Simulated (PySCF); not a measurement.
## Working with the constants of BeC⁻

UHF-CCSD(T) constants of BeC⁻, ⁴Σ⁻ (quartet), unpaired electrons σ ↑, π ↑↑ (Be aug-cc-pVDZ-DK, C aug-cc-pVDZ-DK; spin-free X2C with a Gaussian nucleus (PySCF 2.14); masses 9.0122 and 12.0000 u):

```
ωe              : 763.4 cm⁻¹
ωexe            : 12.8 cm⁻¹
Be              : 1.0787 cm⁻¹
αe              : 0.0226 cm⁻¹
D (centrifugal) : 8.61e-06 cm⁻¹
De to Be + C⁻   : 2.01 eV
```

Problem. Give the vibrational terms G(v) and spacings up to v = 3.

Solution. G(v) = ωe(v+½) − ωexe(v+½)².

| v | G(v) (cm⁻¹) | G(v) − G(v−1) | Bv (cm⁻¹) |
| --- | --- | --- | --- |
| 0 | 378 |  | 1.067 |
| 1 | 1116 | 738 | 1.045 |
| 2 | 1828 | 712 | 1.022 |
| 3 | 2515 | 687 | 1.000 |

Problem. How well does the Morse estimate ωe²/(4ωexe) reproduce De, and what is D0?

Solution. It gives 1.41 eV, 70 % of the computed De. D0 = De − G(0) = 2.01 − 0.05 = 1.96 eV.

Correlated steps freeze 1 core orbital. Correlated levels converge slowly with the basis: in double zeta they bind strong bonds too weakly, by up to about 1 eV, and carry superposition errors of some tenths. For an ion De counts to the pair picked by the measured ionisation energies or electron affinities, which need not be the lowest pair at this level. The CCSD T1 diagnostic is raised, a sign that a single reference may not be enough here. The state was picked by a PBE0 search and need not be the measured ground state.
